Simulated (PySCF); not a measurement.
```xyz
5
charge -1 multiplicity 1, angstrom
Sc    0.0000    0.0000    0.0000
Cl    2.4025    0.0000    0.0000
Cl    0.0000    2.4025    0.0000
Cl   -2.4025    0.0000    0.0000
Cl    0.0000   -2.4025    0.0000
```

Level of theory: PBE in PySCF with Sc def2-SVPD, Cl def2-SVPD; no relativity; density-fitted integrals.

This geometry of [ScCl4]- is a stationary point at this level.

Problem. What is the point group?

Solution. D4h.

Problem. Is it a minimum?

Solution. No: it has 1 imaginary mode, at 84i cm⁻¹ (b2u).

Problem. Which band is strongest in the infrared?

Solution. 364 cm⁻¹ (eu), 597 km/mol.

Problem. What are the dipole moment and the gap between the highest occupied and lowest empty levels?

Solution. 0.00 D about the centre of mass and 2.52 eV.

Other isomers or separated fragments may lie lower. At this level a singlet minimum of Td symmetry lies 136 kJ/mol below this structure.
